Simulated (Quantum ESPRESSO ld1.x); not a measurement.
Q: The table gives one normalised radial function P(r) = r R(r) (large component) of Ga+ in [Ar] 3d10 4s2 (r in bohr). Method: Dirac Kohn-Sham, relativistic LDA (MacDonald-Vosko exchange, VWN5 correlation), spin-unpolarised, spherical densities, point nucleus; computed with ld1.x of Quantum ESPRESSO 7.5.

r	P
0.002125	0.0015
0.002812	0.0026
0.003691	0.0044
0.004883	0.0075
0.006409	0.0126
0.00848	0.0213
0.01113	0.0351
0.01473	0.0579
0.01933	0.0925
0.02538	0.1448
0.03357	0.2226
0.04407	0.3249
0.05831	0.4541
0.07654	0.5845
0.1013	0.6810
0.1329	0.6722
0.1759	0.4812
0.2308	0.0827
0.303	-0.4672
0.4009	-1.0078
0.5262	-1.2878
0.6963	-1.2126
0.9139	-0.8797
1.209	-0.4813
1.587	-0.1989
2.1	-0.0553
2.757	-0.0101
3.618	-0.0010
4.788	0.0000
6.284	0.0000
8.315	0.0000

Which n and l does it have? It may be an empty orbital.

A: n = 3, l = 1: the number of nodes gives n - l - 1 = 1, the rise at small r points to l (this Dirac orbital starts as r^gamma with gamma = sqrt((l + 1)^2 - (Z/c)^2) = 1.99; the j = 3/2 orbital of l + 1 starts with the same power, but with a smaller coefficient, and then steepens), and the extent must fit the shell. The curve is that of 3p3/2; the two j differ most near the nucleus, where j = l - 1/2 has the larger amplitude, and in heavy atoms j = l - 1/2 is also the more compact. 3p3/2: eigenvalue -105.70 eV, 1 radial node at r = 0.241 bohr, <r> = 0.684 bohr, 90 % of the charge inside 1.06 bohr.
